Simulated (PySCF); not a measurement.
The group X on SiH2(OH)-X is varied. Isolated molecules, 0 K electronic values unless said otherwise. One relaxed conformer stands for each flexible species; it need not be the lowest. Strings in code marks are SMILES.

Quantity: vertical ionisation energy (energy after one electron is removed minus that of the parent at the parent's geometry), in eV.

Case: `N[SiH2]O`. Geometry of `N[SiH2]O` (neutral, multiplicity 1, Å):

```xyz
8

N      1.0395    -0.6431    -0.5723
Si    -0.2600    -0.0995     0.3817
O     -0.8955     1.3098    -0.1993
H      0.8761    -1.0458    -1.4804
H      1.9325    -0.1797    -0.5348
H     -1.3065    -1.1559     0.3699
H      0.2485     0.1190     1.7618
H     -1.6346     1.6952     0.2734
```

Question: Give the vertical ionisation energy (energy after one electron is removed minus that of the parent at the parent's geometry) at the level minus the HOMO energy of PBE0-D4/def2-TZVP (PySCF).

Answer: 7.78 eV.
